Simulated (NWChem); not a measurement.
Species: CH4BCl; SMILES CBCl

Question: Give the equilibrium geometry at PBE0/def2-SVP (NWChem) as a Z-matrix, with the point group.

Answer: point group Cs; any orientation.
```
C
H 1 1.0982
H 1 1.1047 2 109.24
H 1 1.1047 2 109.23 3 -114.31
B 1 1.5540 2 115.04 4 -122.81
H 5 1.2073 1 122.40 2 179.71
Cl 5 1.7552 6 115.71 1 179.98
```
